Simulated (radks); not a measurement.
Results of a calculation; reference values are marked as such.
Q: Hg I, 80 electrons, occupied as [Hg]. Code: a radial shooting solver on a logarithmic mesh with Libxc functionals. Model: scalar-relativistic Kohn-Sham, r2SCAN, spin-unpolarised, spherical densities, finite nucleus; meta-GGA in the generalised Kohn-Sham scheme; Fermi nuclear charge, rms radius 5.4648 fm. Some entries of the table are withheld. Estimate them.

| orbital | occ. | eigenvalue (eV) | <1/r> (bohr^-1) |
|---|---|---|---|
| 1s | 2 | -83239.81 | 97.53 |
| 2s | 2 | (1) | 22.90 |
| 2p | 6 | (2) | (3) |
| 3s | 2 | -3519.175 | 8.501 |
| 3p | 6 | (4) | 7.729 |
| 3d | 10 | -2305.221 | 7.258 |
| 4s | 2 | (5) | 3.640 |
| 4p | 6 | -585.9591 | 3.285 |
| 4d | 10 | -353.8275 | 2.947 |
| 5s | 2 | -120.5354 | 1.497 |
| 4f | 14 | -96.9816 | 2.533 |
| 5p | 6 | -68.3438 | 1.274 |
| 5d | 10 | -10.2384 | 0.8887 |
| 6s | 2 | -7.0380 | 0.4777 |

A: 
(1) 2s eigenvalue (eV): -14782.12
(2) 2p eigenvalue (eV): -12746.91
(3) 2p <1/r> (bohr^-1): 20.28
(4) 3p eigenvalue (eV): -2928.550
(5) 4s eigenvalue (eV): -780.4308
